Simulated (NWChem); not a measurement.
# MnHOF, sextet; SMILES [OH][Mn][F]

```xyz
4

Mn    -0.0106     0.0182     0.0000
F      0.0239     1.8041     0.0000
O      0.0778    -1.7766     0.0000
H     -0.5722    -2.4796     0.0000
```
Atoms are numbered in this order, from 1.

Computed with NWChem. Pople sets run with spherical d functions. Spin-unrestricted. Coordinates come from a PBE0/def2-SVP, spin-unrestricted optimisation. This spin state was assumed; another may lie lower. No stability test was run on the SCF state. Level M06-L/6-31G*: energy and gradient on several grids; changes count from the extra-fine grid, which is no exact limit either.

```
grid     size of the energy change (μHa)  largest change of a gradient component (μHa/bohr)
-------  -------------------------------  -------------------------------------------------
xcoarse                            10000                                              10000
coarse                              2000                                               3000
medium                                30                                                300
fine                                  10                                                100
xfine                               < 10                                               < 30
```
